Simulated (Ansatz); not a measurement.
The cluster Cd₂F₂⁺ (the lowest doublet isomer of a short search) was relaxed with r2SCAN-D4 (def2-TZVP) in Ansatz in these states: charge +1 doublet, charge +1 quartet. The geometries follow in no particular order.

In the def2 sets Cd takes a core potential; there is no spin–orbit coupling.

A:

```xyz
4

Cd   -0.186   -1.806    1.140
Cd    0.186    1.805   -1.141
F     0.297   -0.528   -0.789
F    -0.298    0.529    0.790
```

B:

```xyz
4

Cd   -1.000   -0.240    0.318
Cd    2.900    0.692   -0.927
F     0.863    0.195   -0.292
F    -2.763   -0.647    0.902
```

Judge from the bond lengths which geometry belongs to which state (an estimate).

A is the charge +1 quartet (Cd1–F4 2.363 Å, Cd1–F3 2.363 Å, Cd2–F3 2.362 Å); B is the charge +1 doublet (Cd1–F4 1.902 Å, Cd1–F3 2.008 Å, Cd2–F3 2.191 Å).

At PBE0-D4/def2-TZVP a doublet lies 3.07 eV below the charge +1 quartet. In the quartet, F3 and F4 lie 1.99 Å apart (atoms count from 1), so these atoms are partly bonded to each other. These are the stationary points nearest to one start from a short search; other shapes may lie lower in each state.
